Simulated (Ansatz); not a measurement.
Ansatz (a quantum-chemistry and plane-wave program) input for CH5AlO2, SMILES [Al]([CH3])([OH])[OH] (connectivity only; charge and spin as stated), charge +1, multiplicity 2, PBE0-D3(BJ)/def2-SVP. 

Ansatz 0.2 input:
```yaml
crystal:
  periodic: [false, false, false]
  atoms:
    - {symbol: Al, position_ang: [0.17850845, -0.15396107, -0.00000000]}
    - {symbol: C, position_ang: [-1.58359249, 0.98644293, 0.00000000]}
    - {symbol: H, position_ang: [-1.92221260, 0.52240548, 0.95299181]}
    - {symbol: H, position_ang: [-1.92221260, 0.52240548, -0.95299181]}
    - {symbol: H, position_ang: [-1.48467434, 2.08342050, 0.00000000]}
    - {symbol: O, position_ang: [-0.11124851, -1.79216650, 0.00000000]}
    - {symbol: H, position_ang: [0.45755547, -2.58054097, 0.00000000]}
    - {symbol: O, position_ang: [1.40863004, 0.99301605, 0.00000000]}
    - {symbol: H, position_ang: [1.67343687, 1.92834939, 0.00000001]}
basis:
  gaussian:
    orbitals: def2-SVP
hamiltonian:
  xc: pbe0
  dispersion: d3bj
total_charge: 1
magnetization: {spin_polarized: true, initial_magnetization: 1}
relax: {f_tol: 0.002, max_steps: 200}
```

Output:

```
WARN ansatz: RAYON_NUM_THREADS=1 ignored (pool sized by the plan → 1); use --threads N
Functional definition: PBE0
integrals: 0.03 GiB planned
880 factors; integrals over basis functions are off by at most 5.0e-4 eV
mean field: 0.42 GiB planned
mean field evaluation 1: about -11768.7308 eV, gradient 7.3e1 eV
mean field evaluation 2: about -11722.0693 eV, gradient 1.2e2 eV
mean field evaluation 4: about -11787.5959 eV, gradient 1.0e1 eV
mean field evaluation 8: about -11788.0516 eV, gradient 2.4e-1 eV
mean field evaluation 16: about -11788.0520 eV, gradient 1.0e-4 eV
mean field -11788.05200225 eV, -433.2029208542 hartree, gradient 5.5e-5 eV, S^2 0.756966; 0 other end points of the search recorded, 0 dependent functions left out
the calculation of the forces begins
reference -11788.05203053 eV, -433.2029218933 hartree; 20, 19 occupied and 65, 66 virtual orbitals, 880 factors
relax step   1: F+E_penalty+E_count = -11788.16591880 eV  Δ(F+E_penalty+E_count) = +0.000e0 eV  max|allowed force component| = 6.970e-1 eV/Å  Δτ_max = 0.0000 Å  (32 SCF iters, accepted)
these checks for a lower state are left out or cut short: starts, cluster_reference, orbital_swaps, neighbouring_geometries, increment
integrals: 0.03 GiB planned
880 factors; integrals over basis functions are off by at most 4.9e-4 eV
mean field: 0.42 GiB planned
mean field -11788.07872090 eV, -433.2039027465 hartree, gradient 9.3e-6 eV, S^2 0.756485; 0 other end points of the search recorded, 0 dependent functions left out
the calculation of the forces begins
reference -11788.07874913 eV, -433.2039037838 hartree; 20, 19 occupied and 65, 66 virtual orbitals, 880 factors
relax step   2: F+E_penalty+E_count = -11788.19313474 eV  Δ(F+E_penalty+E_count) = -2.722e-2 eV  max|allowed force component| = 5.643e-1 eV/Å  Δτ_max = 0.0340 Å  (36 SCF iters, accepted)
these checks for a lower state are left out or cut short: starts, cluster_reference, orbital_swaps, neighbouring_geometries, increment
integrals: 0.03 GiB planned
880 factors; integrals over basis functions are off by at most 4.9e-4 eV
mean field: 0.42 GiB planned
mean field evaluation 32: about -11788.0930 eV, gradient 3.5e-4 eV
mean field -11788.09304888 eV, -433.2044292900 hartree, gradient 1.9e-5 eV, S^2 0.755788; 0 other end points of the search recorded, 0 dependent functions left out
the calculation of the forces begins
reference -11788.09307712 eV, -433.2044303277 hartree; 20, 19 occupied and 65, 66 virtual orbitals, 880 factors
relax step   3: F+E_penalty+E_count = -11788.20759473 eV  Δ(F+E_penalty+E_count) = -1.446e-2 eV  max|allowed force component| = 1.258e-1 eV/Å  Δτ_max = 0.0353 Å  (35 SCF iters, accepted)
these checks for a lower state are left out or cut short: starts, cluster_reference, orbital_swaps, neighbouring_geometries, increment
integrals: 0.03 GiB planned
880 factors; integrals over basis functions are off by at most 4.9e-4 eV
mean field: 0.42 GiB planned
mean field -11788.09785620 eV, -433.2046059555 hartree, gradient 1.5e-5 eV, S^2 0.755576; 0 other end points of the search recorded, 0 dependent functions left out
the calculation of the forces begins
reference -11788.09788450 eV, -433.2046069956 hartree; 20, 19 occupied and 65, 66 virtual orbitals, 880 factors
relax step   4: F+E_penalty+E_count = -11788.21229907 eV  Δ(F+E_penalty+E_count) = -4.704e-3 eV  max|allowed force component| = 8.517e-2 eV/Å  Δτ_max = 0.0268 Å  (36 SCF iters, accepted)
these checks for a lower state are left out or cut short: starts, cluster_reference, orbital_swaps, neighbouring_geometries, increment
integrals: 0.03 GiB planned
880 factors; integrals over basis functions are off by at most 5.0e-4 eV
mean field: 0.42 GiB planned
mean field -11788.10233806 eV, -433.2047706610 hartree, gradient 1.8e-5 eV, S^2 0.755146; 0 other end points of the search recorded, 0 dependent functions left out
the calculation of the forces begins
reference -11788.10236649 eV, -433.2047717059 hartree; 20, 19 occupied and 65, 66 virtual orbitals, 880 factors
relax step   5: F+E_penalty+E_count = -11788.21692233 eV  Δ(F+E_penalty+E_count) = -4.623e-3 eV  max|allowed force component| = 3.273e-1 eV/Å  Δτ_max = 0.1075 Å  (34 SCF iters, accepted)
these checks for a lower state are left out or cut short: starts, cluster_reference, orbital_swaps, neighbouring_geometries, increment
integrals: 0.03 GiB planned
880 factors; integrals over basis functions are off by at most 5.0e-4 eV
mean field: 0.42 GiB planned
mean field -11788.10774529 eV, -433.2049693730 hartree, gradient 1.8e-5 eV, S^2 0.755041; 0 other end points of the search recorded, 0 dependent functions left out
the calculation of the forces begins
reference -11788.10777381 eV, -433.2049704210 hartree; 20, 19 occupied and 65, 66 virtual orbitals, 880 factors
relax step   6: F+E_penalty+E_count = -11788.22187996 eV  Δ(F+E_penalty+E_count) = -4.958e-3 eV  max|allowed force component| = 8.621e-2 eV/Å  Δτ_max = 0.0437 Å  (34 SCF iters, accepted)
these checks for a lower state are left out or cut short: starts, cluster_reference, orbital_swaps, neighbouring_geometries, increment
integrals: 0.03 GiB planned
880 factors; integrals over basis functions are off by at most 5.0e-4 eV
mean field: 0.42 GiB planned
mean field evaluation 64: about -11788.1105 eV, gradient 1.2e-4 eV
mean field -11788.11053811 eV, -433.2050720073 hartree, gradient 2.4e-5 eV, S^2 0.754916; 0 other end points of the search recorded, 0 dependent functions left out
the calculation of the forces begins
reference -11788.11056669 eV, -433.2050730576 hartree; 20, 19 occupied and 65, 66 virtual orbitals, 880 factors
relax step   7: F+E_penalty+E_count = -11788.22456598 eV  Δ(F+E_penalty+E_count) = -2.686e-3 eV  max|allowed force component| = 9.128e-2 eV/Å  Δτ_max = 0.0535 Å  (33 SCF iters, accepted)
these checks for a lower state are left out or cut short: starts, cluster_reference, orbital_swaps, neighbouring_geometries, increment
integrals: 0.03 GiB planned
880 factors; integrals over basis functions are off by at most 5.0e-4 eV
mean field: 0.42 GiB planned
mean field -11788.11064797 eV, -433.2050760444 hartree, gradient 1.1e-5 eV, S^2 0.754658; 0 other end points of the search recorded, 0 dependent functions left out
the calculation of the forces begins
reference -11788.11067659 eV, -433.2050770963 hartree; 20, 19 occupied and 65, 66 virtual orbitals, 880 factors
relax step   8: F+E_penalty+E_count = -11788.22498756 eV  Δ(F+E_penalty+E_count) = -4.216e-4 eV  max|allowed force component| = 1.730e-1 eV/Å  Δτ_max = 0.0603 Å  (33 SCF iters, accepted)
these checks for a lower state are left out or cut short: starts, cluster_reference, orbital_swaps, neighbouring_geometries, increment
integrals: 0.03 GiB planned
880 factors; integrals over basis functions are off by at most 5.0e-4 eV
mean field: 0.42 GiB planned
mean field -11788.11182608 eV, -433.2051193393 hartree, gradient 1.3e-5 eV, S^2 0.754732; 0 other end points of the search recorded, 0 dependent functions left out
the calculation of the forces begins
reference -11788.11185469 eV, -433.2051203908 hartree; 20, 19 occupied and 65, 66 virtual orbitals, 880 factors
relax step   9: F+E_penalty+E_count = -11788.22596330 eV  Δ(F+E_penalty+E_count) = -9.757e-4 eV  max|allowed force component| = 5.357e-2 eV/Å  Δτ_max = 0.0157 Å  (35 SCF iters, accepted)
these checks for a lower state are left out or cut short: starts, cluster_reference, orbital_swaps, neighbouring_geometries, increment
integrals: 0.03 GiB planned
880 factors; integrals over basis functions are off by at most 5.0e-4 eV
mean field: 0.42 GiB planned
mean field -11788.11190453 eV, -433.2051222223 hartree, gradient 2.4e-5 eV, S^2 0.754731; 0 other end points of the search recorded, 0 dependent functions left out
the calculation of the forces begins
reference -11788.11193314 eV, -433.2051232738 hartree; 20, 19 occupied and 65, 66 virtual orbitals, 880 factors
relax step  10: F+E_penalty+E_count = -11788.22605009 eV  Δ(F+E_penalty+E_count) = -8.678e-5 eV  max|allowed force component| = 1.077e-2 eV/Å  Δτ_max = 0.0065 Å  (28 SCF iters, accepted)
these checks for a lower state are left out or cut short: starts, cluster_reference, orbital_swaps, neighbouring_geometries, increment
integrals: 0.03 GiB planned
880 factors; integrals over basis functions are off by at most 5.0e-4 eV
mean field: 0.42 GiB planned
mean field evaluation 96: about -11788.1119 eV, gradient 1.1e-5 eV
mean field -11788.11191779 eV, -433.2051227096 hartree, gradient 1.1e-5 eV, S^2 0.754724; 0 other end points of the search recorded, 0 dependent functions left out
the calculation of the forces begins
reference -11788.11194641 eV, -433.2051237612 hartree; 20, 19 occupied and 65, 66 virtual orbitals, 880 factors
relax step  11: F+E_penalty+E_count = -11788.22606679 eV  Δ(F+E_penalty+E_count) = -1.671e-5 eV  max|allowed force component| = 2.061e-3 eV/Å  Δτ_max = 0.0036 Å  (27 SCF iters, accepted)
these checks for a lower state are left out or cut short: starts, cluster_reference, orbital_swaps, neighbouring_geometries, increment
integrals: 0.03 GiB planned
880 factors; integrals over basis functions are off by at most 5.0e-4 eV
mean field: 0.42 GiB planned
mean field -11788.11192300 eV, -433.2051229012 hartree, gradient 3.2e-5 eV, S^2 0.754719; 0 other end points of the search recorded, 0 dependent functions left out
the calculation of the forces begins
reference -11788.11195162 eV, -433.2051239527 hartree; 20, 19 occupied and 65, 66 virtual orbitals, 880 factors
relax step  12: F+E_penalty+E_count = -11788.22606788 eV  Δ(F+E_penalty+E_count) = -1.087e-6 eV  max|allowed force component| = 1.265e-3 eV/Å  Δτ_max = 0.0016 Å  (24 SCF iters, accepted)
integrals: 0.03 GiB planned
880 factors; integrals over basis functions are off by at most 5.0e-4 eV
mean field: 0.42 GiB planned
mean field -11788.11192300 eV, -433.2051229012 hartree, gradient 3.2e-5 eV, S^2 0.754719; 1 other end points of the search recorded, 0 dependent functions left out
the calculation of the forces begins
reference -11788.11195162 eV, -433.2051239527 hartree; 20, 19 occupied and 65, 66 virtual orbitals, 880 factors
Total energy: -11788.22609650 eV, -433.2093186996 hartree
Atom 0 at     0.275010    -0.102203     0.000000 Å, force     0.001126     0.000545     0.000000 eV/Å
Atom 1 at    -1.630944     0.942654    -0.000000 Å, force    -0.001265     0.000814    -0.000000 eV/Å
Atom 2 at    -1.885398     0.440511     0.948119 Å, force     0.000258    -0.000257    -0.000182 eV/Å
Atom 3 at    -1.885398     0.440511    -0.948119 Å, force     0.000258    -0.000257     0.000182 eV/Å
Atom 4 at    -1.558148     2.033823    -0.000000 Å, force     0.000146    -0.000432     0.000000 eV/Å
Atom 5 at    -0.115890    -1.694009     0.000000 Å, force    -0.000720    -0.000469     0.000000 eV/Å
Atom 6 at     0.269130    -2.572970     0.000000 Å, force     0.000065     0.000116    -0.000000 eV/Å
Atom 7 at     1.389941     1.087603    -0.000000 Å, force     0.000006    -0.000191    -0.000000 eV/Å
Atom 8 at     1.835886     1.933451     0.000000 Å, force     0.000127     0.000130     0.000000 eV/Å
Dipole moment:    -0.190380     0.309301    -0.000000 e Å
```

The calculation finished and met its thresholds.
